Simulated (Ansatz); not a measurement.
Ansatz (a first-principles code) input:

Ansatz 0.2 input:
```yaml
crystal:
  periodic: [false, false, false]
  atoms:
    - {symbol: F, position_ang: [-0.00000000, -0.00000000, -1.11767544]}
    - {symbol: S, position_ang: [0.00000000, 0.00000000, 0.62869244]}
basis:
  gaussian:
    orbitals: def2-TZVP
hamiltonian:
  xc: b3lyp
  dispersion: d3bj
total_charge: -1
phonons: {temperatures: {t_min: 298.15, t_max: 298.15, t_step: 100}}
```

### Question
What final total energy does it print?

### Answer
-498.11233 Eh (B3LYP-D3(BJ)/def2-TZVP). The basis has 68 functions.
